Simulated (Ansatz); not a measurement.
An input meant for Ge2O4⁺ (charge 1, doublet; atoms displaced at random, 0.03 Å in each coordinate).

```yaml
crystal:
  periodic: [false, false, false]
  atoms:
    - {symbol: Ge, position_ang: [-1.118499, -0.338960, 1.287933]}
    - {symbol: Ge, position_ang: [-1.418499, -0.338960, 1.287933]}
    - {symbol: O, position_ang: [0.545038, -0.922703, 1.115010]}
    - {symbol: O, position_ang: [1.172778, -0.917391, -0.103306]}
    - {symbol: O, position_ang: [1.398227, 0.243812, -0.666474]}
    - {symbol: O, position_ang: [-1.402574, 0.466866, -0.332907]}
basis:
  gaussian: {orbitals: cc-pVTZ}
total_charge: 1
magnetization: {spin_polarized: true, initial_magnetization: 1}
hamiltonian: {xc: {name: revPBE}}
scf: {lower_state_search: light}
output: {forces: true}
```

```sh
$ ansatz run in.yaml --threads 4 --pin off --events-out ev --progress --plain --max-ram 4787MiB
```

Output, abridged:

```
Functional definition: revPBE
1378 factors; their error is unknown
mean field evaluation 1: about -113268.8865 eV, gradient 1.6e2 eV
mean field evaluation 2: about -111719.3728 eV, gradient 5.0e2 eV
mean field evaluation 4: about -113027.2758 eV, gradient 2.2e2 eV
mean field evaluation 8: about -113358.8254 eV, gradient 1.4e1 eV
mean field evaluation 16: about -113359.6744 eV, gradient 1.4e-4 eV
mean field evaluation 32: about -113353.0629 eV, gradient 3.0e1 eV
mean field evaluation 64: about -113356.7079 eV, gradient 6.3e0 eV
mean field evaluation 96: about -113359.6291 eV, gradient 1.7e0 eV
a density is far from that of the atoms, so the factors are made again for it
1721 factors; integrals over basis functions are off by at most 6.5e-4 eV
mean field -113359.67194448 eV, -4165.8911060142 hartree, gradient 5.1e-6 eV, S^2 0.784038; 0 other end points of the search recorded, 0 dependent functions left out
reference -113359.67198387 eV, -4165.8911074617 hartree; 48, 47 occupied and 158, 159 virtual orbitals, 1721 factors
Total energy: -113359.67198387 eV, -4165.8911074617 hartree
Atom 0 at    -1.118499    -0.338960     1.287933 Å, force 66691.840061    39.181793    -4.234040 eV/Å
Atom 1 at    -1.418499    -0.338960     1.287933 Å, force -66686.268240   -26.380402   -15.301575 eV/Å
Atom 2 at     0.545038    -0.922703     1.115010 Å, force   -10.148047    -0.569051     1.724008 eV/Å
Atom 3 at     1.172778    -0.917391    -0.103306 Å, force     3.253605    -0.954658    -5.189510 eV/Å
Atom 4 at     1.398227     0.243812    -0.666474 Å, force    -1.079494    -0.940928     2.288931 eV/Å
Atom 5 at    -1.402574     0.466866    -0.332907 Å, force     2.402116   -10.336755    20.712187 eV/Å
Dipole moment:    -0.204599    -0.124565     0.486577 e Å
```

In this input one atom was put on top of another. Self-consistency was reached. The result belongs to that input, not to the species as meant.
